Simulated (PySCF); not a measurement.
CH6O2S2Si (SMILES CO[Si](O)(S)S), singlet, at a GFN2-xTB geometry; DF-PBE/def2-TZVPP in PySCF.

Input for PySCF:
```python
from pyscf import gto, scf, dft

mol = gto.Mole()
mol.atom = '''
    C     2.278589    1.094236   -0.007660
    O     1.068054    0.949414    0.682995
    Si   -0.217214    0.041430    0.328994
    O    -1.172503    0.005894    1.621610
    S    -1.353031    0.884665   -1.307084
    S     0.417764   -1.964761   -0.081191
    H     2.702485    0.117909   -0.249347
    H     2.962119    1.638290    0.642862
    H     2.126356    1.659416   -0.930121
    H    -1.422378    0.809620    2.070959
    H    -0.408262    0.767043   -2.228672
    H    -0.790994   -2.498641   -0.090072
'''
mol.basis = 'def2-tzvpp'
mol.charge = 0
mol.spin = 0
mol.verbose = 4
mol.max_memory = 1800
mol.build()

mf = dft.RKS(mol)
mf.xc = 'pbe'
mf = mf.density_fit(auxbasis='def2-universal-jkfit')
mf.kernel()
```

Output, abridged:

```
PySCF version 2.14.0

[INPUT] verbose = 4
[INPUT] num. atoms = 12
[INPUT] num. electrons = 74
[INPUT] charge = 0
[INPUT] spin (= nelec alpha-beta = 2S) = 0
[INPUT] symmetry False subgroup None
[INPUT] Mole.unit = angstrom
[INPUT] Symbol           X                Y                Z      unit          X                Y                Z       unit  Magmom
[INPUT]  1 C      2.278589000000   1.094236000000  -0.007660000000 AA    4.305909160447   2.067806355640  -0.014475302114 Bohr   0.0
[INPUT]  2 O      1.068054000000   0.949414000000   0.682995000000 AA    2.018329546246   1.794132438828   1.290673494447 Bohr   0.0
[INPUT]  3 Si    -0.217214000000   0.041430000000   0.328994000000 AA   -0.410474970421   0.078291353341   0.621708556625 Bohr   0.0
[INPUT]  4 O     -1.172503000000   0.005894000000   1.621610000000 AA   -2.215709550231   0.011138045778   3.064398780856 Bohr   0.0
[INPUT]  5 S     -1.353031000000   0.884665000000  -1.307084000000 AA   -2.556858028046   1.671774561988  -2.470030781801 Bohr   0.0
[INPUT]  6 S      0.417764000000  -1.964761000000  -0.081191000000 AA    0.789459544703  -3.712860190227  -0.153428753780 Bohr   0.0
[INPUT]  7 H      2.702485000000   0.117909000000  -0.249347000000 AA    5.106956505745   0.222815717621  -0.471197539982 Bohr   0.0
[INPUT]  8 H      2.962119000000   1.638290000000   0.642862000000 AA    5.597593658371   3.095919412614   1.214833115890 Bohr   0.0
[INPUT]  9 H      2.126356000000   1.659416000000  -0.930121000000 AA    4.018230483326   3.135841766721  -1.757673952707 Bohr   0.0
[INPUT] 10 H     -1.422378000000   0.809620000000   2.070959000000 AA   -2.687904865607   1.529960064970   3.913545325203 Bohr   0.0
[INPUT] 11 H     -0.408262000000   0.767043000000  -2.228672000000 AA   -0.771503367067   1.449501195765  -4.211579701487 Bohr   0.0
[INPUT] 12 H     -0.790994000000  -2.498641000000  -0.090072000000 AA   -1.494762026174  -4.721747173609  -0.170211411492 Bohr   0.0

nuclear repulsion = 474.653570139413
number of shells = 111
number of NR pGTOs = 423
number of NR cGTOs = 303
basis = def2-tzvpp
ecp = {}

******** <class 'pyscf.df.df_jk.DFRKS'> ********
method = DFRKS
initial guess = minao
damping factor = 0
level_shift factor = 0
DIIS = <class 'pyscf.scf.diis.CDIIS'>
diis_start_cycle = 1
diis_space = 8
diis_damp = 0
SCF conv_tol = 1e-09
SCF conv_tol_grad = None
SCF max_cycles = 50
direct_scf = False
XC library pyscf.dft.libxc version 7.1.2
    S. Lehtola, C. Steigemann, M. J. T. Oliveira, and M. A. L. Marques,  SoftwareX 7, 1–5 (2018)
XC functionals = pbe
    J. P. Perdew, K. Burke, and M. Ernzerhof,  Phys. Rev. Lett. 77, 3865 (1996)
    J. P. Perdew, K. Burke, and M. Ernzerhof,  Phys. Rev. Lett. 78, 1396 (1997)
    J. P. Perdew, K. Burke, and M. Ernzerhof,  Phys. Rev. Lett. 77, 3865 (1996)
    J. P. Perdew, K. Burke, and M. Ernzerhof,  Phys. Rev. Lett. 78, 1396 (1997)
radial grids:
    Treutler-Ahlrichs [JCP 102, 346 (1995); DOI:10.1063/1.469408] (M4) radial grids

becke partition: Becke, JCP 88, 2547 (1988); DOI:10.1063/1.454033
pruning grids: <function nwchem_prune>
grids dens level: 3
symmetrized grids: False
atomic radii adjust function: <function treutler_atomic_radii_adjust>
small_rho_cutoff = 0
Set gradient conv threshold to 3.16228e-05
Initial guess from minao.
tot grids = 158072
init E= -1278.16286321337
  HOMO = -0.281860668605233  LUMO = -0.0565749303045165  gap/eV = 6.13034
cycle= 1 E= -1277.37939176041  delta_E= 0.783  |g|= 1.13  |ddm|=  2.8
  HOMO = -0.0988749614226613  LUMO = -0.00663909006274334  gap/eV = 2.50987
cycle= 2 E= -1276.45834126421  delta_E= 0.921  |g|= 2.43  |ddm|=  2.6
  HOMO = -0.191521073088823  LUMO = -0.0187429764900269  gap/eV = 4.70153
cycle= 3 E= -1277.58747182178  delta_E= -1.13  |g|= 0.271  |ddm|= 2.13
  HOMO = -0.228413940075397  LUMO = -0.0264682339504917  gap/eV = 5.49522
cycle= 4 E= -1277.60319673332  delta_E= -0.0157  |g|= 0.136  |ddm|= 0.371
  HOMO = -0.222827841792999  LUMO = -0.0245194965988651  gap/eV = 5.39624
cycle= 5 E= -1277.60636987611  delta_E= -0.00317  |g|= 0.0555  |ddm|= 0.115
  HOMO = -0.219439968324608  LUMO = -0.0225143679439474  gap/eV = 5.35862
cycle= 6 E= -1277.60693903214  delta_E= -0.000569  |g|= 0.0167  |ddm|= 0.046
  HOMO = -0.219616395743354  LUMO = -0.0224516177733411  gap/eV = 5.36513
cycle= 7 E= -1277.60698221894  delta_E= -4.32e-05  |g|= 0.00518  |ddm|= 0.0115
  HOMO = -0.219648341930203  LUMO = -0.0225517507936067  gap/eV = 5.36327
cycle= 8 E= -1277.60698843766  delta_E= -6.22e-06  |g|= 0.00118  |ddm|= 0.00466
  HOMO = -0.219609194834758  LUMO = -0.0225231354780606  gap/eV = 5.36298
cycle= 9 E= -1277.60698872837  delta_E= -2.91e-07  |g|= 0.000424  |ddm|= 0.00115
  HOMO = -0.219613670967443  LUMO = -0.0225248997015745  gap/eV = 5.36306
cycle= 10 E= -1277.60698877507  delta_E= -4.67e-08  |g|= 8.53e-05  |ddm|= 0.0004
  HOMO = -0.219620532047093  LUMO = -0.0225283338805015  gap/eV = 5.36315
cycle= 11 E= -1277.60698877618  delta_E= -1.11e-09  |g|= 5.8e-05  |ddm|= 0.000112
  HOMO = -0.219617759785482  LUMO = -0.0225269410475693  gap/eV = 5.36311
cycle= 12 E= -1277.60698877698  delta_E= -8.03e-10  |g|= 9.38e-06  |ddm|= 5.24e-05
  HOMO = -0.219616851215849  LUMO = -0.0225266551647228  gap/eV = 5.36310
Extra cycle  E= -1277.60698877696  delta_E= 2.64e-11  |g|= 1.51e-05  |ddm|= 1.85e-05
converged SCF energy = -1277.60698877696
```
